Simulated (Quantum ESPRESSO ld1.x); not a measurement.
Question: All-electron atom: Ba III in [Kr] 4d10 5s2 5p5 7p1 (not the ground configuration). All-electron calculation, Dirac Kohn-Sham, BLYP, spin-unpolarised, spherical densities, point nucleus; open shells are shared between the two j in proportion to 2j + 1. Program: ld1.x of Quantum ESPRESSO 7.5.

Spin-orbit splittings of the eigenvalues, e(l+1/2) - e(l-1/2), with zeta = 2 splitting/(2l+1) and mean radii in bohr:

| shell | occ. | splitting (eV) | zeta (eV) | <r> j=l-1/2 | <r> j=l+1/2 |
|---|---|---|---|---|---|
| 2p | 6 | 381.9 | 254.6 | 0.09192 | 0.09792 |
| 3p | 6 | 73.81 | 49.21 | 0.2816 | 0.2935 |
| 3d | 10 | 15.74 | 6.295 | 0.2644 | 0.2681 |
| 4p | 6 | 15.43 | 10.29 | 0.6966 | 0.7238 |
| 4d | 10 | 2.626 | 1.050 | 0.7935 | 0.8034 |
| 5p | 5 | 2.305 | 1.537 | 1.790 | 1.862 |
| 7p | 1 | ? | ? | 7.847 | 7.919 |

Estimate the 7p splitting.

Answer: 0.1524 eV (zeta = 0.1016 eV).
